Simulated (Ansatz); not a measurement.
One change: `C[O][GeH]([Cl])[O][SiH3]` becomes `C[O][GeH]([OH])[Cl]`.

Ansatz, PBE0-D4/def2-TZVP geometries, multiplicity 1. Each molecule was computed in one conformer, which needn't be the lowest.

Scalar relativity is left out up to krypton.

| property | `C[O][GeH]([Cl])[O][SiH3]` |
| --- | --- |
| LUMO energy (PBE/def2-TZVPP) / eV | -1.31 |
| HOMO energy (ωB97M-V/def2-TZVPP) / eV | -10.87 |
| HOMO energy (B3LYP/def2-TZVPP) / eV | -8.23 |
| LUMO energy (B3LYP/def2-TZVPP) / eV | -0.60 |
| HOMO–LUMO gap (B3LYP/def2-TZVPP) / eV | 7.63 |
| size of the dipole moment (PBE/def2-TZVPP) / D | 0.73 |

(1) What does the change do to each property? (An estimate is asked.)

Answers

(1) The calculation gave: 
```
                                      property  `C[O][GeH]([OH])[Cl]`  shift
             LUMO energy (PBE/def2-TZVPP) / eV                  -1.05   0.26
         HOMO energy (ωB97M-V/def2-TZVPP) / eV                 -10.83   0.04
           HOMO energy (B3LYP/def2-TZVPP) / eV                  -8.19   0.04
           LUMO energy (B3LYP/def2-TZVPP) / eV                  -0.38   0.22
         HOMO–LUMO gap (B3LYP/def2-TZVPP) / eV                   7.81   0.18
size of the dipole moment (PBE/def2-TZVPP) / D                   1.37   0.64
```

With PBE0 the HOMO rises by 0.05 eV and the LUMO rises by 0.29 eV, so the gap widens by about 0.24 eV. PBE moves the HOMO by 0.07 eV and ωB97M-V by 0.04 eV. Dipoles are sizes alone; their direction can turn.

B3LYP here is the variant with VWN-RPA as its local correlation; programs differ in this.
